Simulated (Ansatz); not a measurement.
`[F][Zn][BH][SiH3]` + `BNCC` → `BN([SiH3])CC` + `[BH2][Zn][F]`  (cleavage of the Si–B bond)

Isolated molecules relaxed with PBE0-D4/def2-TZVP in Ansatz; ΔE leaves out vibrations. CCSD(T)/CBS is the MP2 limit (def2-TZVPP, def2-QZVPP) plus CCSD(T) − MP2 in def2-TZVPP, frozen cores. Functionals use def2-TZVPP. HSE06 is defined as in plane-wave codes. For Zn outer-core shells are correlated without core-valence functions, which leaves a few kJ/mol of doubt a bond. Scalar relativity is left out up to krypton. Each species was taken in one conformer, which may not be the lowest.

```csv
level,ΔE (kJ/mol)
PBE-D4,-21.4
PBE0-D4,-28.3
r2SCAN0-D4,-36.3
HSE06-D4,-27.8
ωB97X-V,-40.2
r2SCAN,-30.8
HF/def2-TZVPP,-49.2
MP2/def2-QZVPP,-53.0
```

(1) What does CCSD(T)/CBS give? (Best estimate.)

(2) What do rigid-rotor, harmonic-oscillator terms from PBE0-D4/def2-TZVP frequencies (298.15 K, 1 bar) make of the CCSD(T)/CBS value? (Best estimate.)

Largest T1 diagnostic among the species: 0.016.

Answers

(1) Ansatz gave: -42.7 kJ/mol. The listed levels differ from it by 21.3, 14.4, 6.4, 14.9, 2.5, 11.9, -6.5, -10.3 kJ/mol.

(2) Computed: ΔZPE = -5.4 kJ/mol, ΔH = -48.6 kJ/mol, ΔS = -19 J/(mol·K), ΔG = -43.0 kJ/mol.

At CCSD(T), def2-SVP lies +10.6 kJ/mol from the extrapolated value and def2-TZVPP −0.3 kJ/mol. Leaving LDA and LC-ωPBE aside and taking each functional with its dispersion term where it has one, the values, not all of them listed here, spread over 25.8 kJ/mol, from BHLYP-D4 to PBE-D4. LDA lies −4.3 kJ/mol from PBE without D4.
